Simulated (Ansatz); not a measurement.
System: SrCl$_{2}$, charge 0, singlet. SrCl2 (SMILES [Cl][Sr][Cl]).
B3LYP-D3(BJ)/def2-TZVP minimum from Ansatz (a quantum-chemistry and plane-wave program):
```xyz
3

Sr     0.1863    -0.3163     0.1135
Cl     1.5438     0.7669    -1.8498
Cl    -1.9601    -0.0599     1.5960
```
Charge 0, spin multiplicity 1.

Total energies in def2-SVP, 16 correlated electrons, 14 frozen orbitals. UHF or UKS for unpaired electrons; spin-orbit terms are left out. Cores are frozen in correlated methods (noble-gas shells, and filled d and f shells in the p block). Past Kr the def2 sets carry scalar-relativistic core potentials.

| method | program | energy (Eh) | minus CCSDTQ (mEh) |
|---|---|---|---|
| HF | Ansatz | -949.25501 | 308.34 |
| MP2 | Ansatz | -949.53442 | 28.93 |
| CCSD | Ansatz | -949.55769 | 5.66 |
| CCSD(T) | Ansatz | -949.56247 | 0.88 |
| CCSDT(Q) | Ansatz | -949.56335 | 0.01 |
| CCSDTQ | Ansatz | -949.56335 | 0.00 |

Rough core times of Ansatz's runs on a shared machine: CCSD(T) under 20 s, CCSDT(Q) 60 s, CCSDTQ 60 min.
